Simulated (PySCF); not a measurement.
A structure optimised at PBE-D3(BJ)/def2-SVP, used in a PySCF frequency run:

```
C
H 1 1.1133
H 1 1.1133 2 105.82
C 1 1.5044 2 112.72 3 123.63
C 4 1.3635 1 108.95 2 120.14
H 4 1.0977 5 127.01 1 180.00
H 5 1.0992 4 126.04 6 0.00
C 5 1.4665 7 123.94 4 -180.00
C 8 1.3640 5 107.92 7 180.00
H 8 1.0973 9 126.06 1 180.00
Cl 9 1.7263 8 127.42 10 0.00
```
Charge 0, spin multiplicity 1.

Q: Write its SMILES, formula and point group.

A: ClC1=CC=CC1, C₅H₅Cl, Cs

Q: What are its rotational constants (standard atomic weights)?

A: 8.2425, 1.9583, 1.5982 GHz
